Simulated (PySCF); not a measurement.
**GeCl: energy against distance**

Set-up: PySCF, scalar-relativistic core potentials, basis sets Ge cc-pVTZ-PP with ECP10, Cl cc-pV(T+d)Z. Energies in eV from Ge + Cl in their ground configurations at the same level. State: ²Π (doublet), unpaired electrons π ↑.

All columns are PBE0. A positive dipole means Ge(−)Cl(+).

```
R (Å)  E (eV)  μ (D)  Mulliken charge on Ge (basis-dependent)  HOMO (eV)  LUMO (eV)  Mayer bond order  ⟨S²⟩
1.877  -3.095   0.18                                     0.10      -4.50      -2.51              1.35  0.75
1.964  -3.670  -0.38                                     0.16      -4.69      -2.69              1.29  0.75
2.051  -3.978  -0.94                                     0.22      -4.88      -2.86              1.23  0.75
2.116  -4.085  -1.36                                     0.25      -5.02      -2.99              1.18  0.75
2.182  -4.112  -1.78                                     0.28      -5.15      -3.11              1.15  0.75
2.248  -4.080  -2.20                                     0.31      -5.28      -3.23              1.11  0.75
2.335  -3.971  -2.74                                     0.34      -5.45      -3.39              1.07  0.75
2.444  -3.761  -3.41                                     0.38      -5.66      -3.58              1.02  0.75
2.575  -3.448  -4.17                                     0.41      -5.89      -3.80              0.97  0.75
2.749  -2.990  -5.13                                     0.45      -6.17      -4.06              0.91  0.76
```

A fit through these points gives, at Re = 2.177 Å, μ = -1.75 D and dμ/dR = -6.39 D/Å; the reduced mass is 23.74 u.

How strong is the fundamental in the double-harmonic approximation, I = 42.26·(dμ/dR)²/μred km/mol?

I = 42.26·(-6.39)²/23.74 = 72.7 km/mol at PBE0.

Spin–orbit coupling is left out. The state was picked by a PBE0 search and need not be the measured ground state.
